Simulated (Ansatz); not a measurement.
`B[SiH](Cl)O[SiH3]`, relaxed with RKS PBE0-D4/def2-TZVP in Ansatz 0.2.0 from a PBE-D4/def2-SVP geometry. The force threshold is 0.005 eV/Å; the program also tests the step.

The species carries charge 0 and has multiplicity 1.

Start:

```xyz
11

B    -0.477    2.400   -0.610
Si    0.425    0.869    0.193
Cl   -1.441    1.515    1.206
O     0.259   -0.667   -0.406
Si    0.290   -2.311   -0.040
H    -1.260    2.181   -1.510
H    -0.161    3.525   -0.285
H     1.467    0.863    1.277
H     1.695   -2.728    0.300
H    -0.614   -2.594    1.127
H    -0.182   -3.053   -1.253
```

(1) By how much does the energy fall, and how many steps does the optimiser take? (Estimate.)

(2) Which bonds change most? (An estimate is asked.)

(3) Give the relaxed structure. (Best estimate.)

## Answers

(1) The calculation gave: 16.97 kJ/mol, in 34 steps, 4 of them rejected.

(2) The calculation gave: Si2–Cl3 from 2.219 to 2.077 Å; B1–Si2 from 1.951 to 1.996 Å; O4–Si5 from 1.685 to 1.642 Å; Si2–O4 from 1.657 to 1.626 Å.

(3) Ansatz gave: 
```xyz
11

B    -0.471    2.345   -0.765
Si    0.293    0.881    0.357
Cl   -1.009    0.999    1.971
O     0.201   -0.591   -0.327
Si    0.201   -2.210   -0.055
H    -1.355    2.117   -1.535
H    -0.127    3.477   -0.606
H     1.658    1.062    0.911
H     1.326   -2.577    0.844
H    -1.082   -2.618    0.568
H     0.365   -2.885   -1.364
```
